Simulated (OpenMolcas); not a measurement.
## Multiplet structure of Co

```
Program             : OpenMolcas 26.06
Method              : CASSCF
Basis               : ANO-RCC-VTZP [6s5p3d2f1g]
Scalar Hamiltonian  : DKH2, point nucleus
Active space        : 7 electrons in 5 orbitals (3d)
State averaging     : 2S+1 = 4 even, 10 roots; 2S+1 = 2 even, 40 roots (35 in the spin-orbit step)
Spin-orbit coupling : RASSI with atomic mean-field integrals over the reference wave functions, term energies averaged over their components
```

With spin-orbit coupling, above the lowest level:

| Configuration | Term | J | E (cm-1) | Measured (cm-1) | g | Term weight % | Second |
| --- | --- | --- | --- | --- | --- | --- | --- |
| 3d7 4s2 | 4F | 9/2 | 0.0 | 0.0 | 1.334 | 100 |  |
| 3d7 4s2 | 4F | 7/2 | 827 | 816 | 1.238 | 100 |  |
| 3d7 4s2 | 4F | 5/2 | 1438 | 1407 | 1.029 | 100 |  |
| 3d7 4s2 | 4F | 3/2 | 1859 | 1809 | 0.399 | 100 |  |
| 3d7 4s2 | 2G | 9/2 | 18592 |  | 1.109 | 98 |  |
| 3d7 4s2 | 4P | 5/2 | 18688 | 13795 | 1.600 | 100 |  |
| 3d7 4s2 | 4P | 3/2 | 18964 | 14036 | 1.722 | 97 | 3 2P |
| 3d7 4s2 | 4P | 1/2 | 19345 | 14399 | 2.646 | 99 |  |
| 3d7 4s2 | 2G | 7/2 | 19377 |  | 0.889 | 100 |  |
| 3d7 4s2 | 2P | 3/2 | 24599 |  | 1.282 | 85 | 12 2D |
| 3d7 4s2 | 2H | 11/2 | 24728 |  | 1.091 | 100 |  |
| 3d7 4s2 | 2P | 1/2 | 25419 |  | 0.690 | 99 |  |
| 3d7 4s2 | 2H | 9/2 | 25420 |  | 0.912 | 98 |  |
| 3d7 4s2 | 2D | 5/2 | 26770 |  | 1.201 | 100 |  |
| 3d7 4s2 | 2D | 3/2 | 27995 |  | 0.864 | 88 | 12 2P |
| 3d7 4s2 | 2F | 5/2 | 42852 |  | 0.857 | 100 |  |
| 3d7 4s2 | 2F | 7/2 | 43170 |  | 1.143 | 100 |  |

Against the 6 measured excited levels shown (NIST Handbook of Basic Atomic Spectroscopic Data) the mean absolute deviation is 2500 cm-1; the largest miss in energy is 3d7 4s2 4P 1/2: computed 19345, measured 14399 cm-1 (+34.3 %).

Spin-orbit coupling puts the lowest level 839 cm-1 below the lowest spin-free term.

A least-squares Racah fit to the terms below 60000 cm-1, each weighted by 2L + 1 and with a free common offset, gives B = 1204 cm-1 and C = 4430 cm-1 (C/B = 3.68), with an rms deviation of 20 cm-1.

For 4F the intervals divided by the larger J are -168.3, -174.7, -183.7 cm-1. Landé's interval rule makes them equal in pure LS coupling; they differ by 9 % of their mean. The multiplet is inverted.

Some high roots are left out of the spin-orbit mixing, which shifts the levels that they would mix with. Without dynamic correlation excited terms often stand tens of per cent too high (terms of higher spin than the ground term too low), and those without a measured partner can miss by more than the paired ones. With the s shell closed, the reference lacks s² → p², s² → d² and s → d mixing, so excited terms can stand far too high and out of order, with CASPT2 too. Computed and measured levels are paired by configuration, term and J; levels that our copy of the source lacks, or whose pairing is in doubt (as where it misses far off the trend of its configuration), stay unpaired and out of the deviations. Only configurations of the active space appear. The first state left out of the spin-orbit step lies near 66000 cm-1 above the lowest spin-free state of the reference (among the parities and spins computed), and the list stops at four fifths of that energy or lower.

The RASSCF and RASSI steps took 6.6 s on 1 thread of AMD EPYC 9R45 96-Core Processor (Zen 5), with other jobs on the host; the integral step is not counted.

The term weight is that of the spin-free term in the level, not the purity of its configuration.
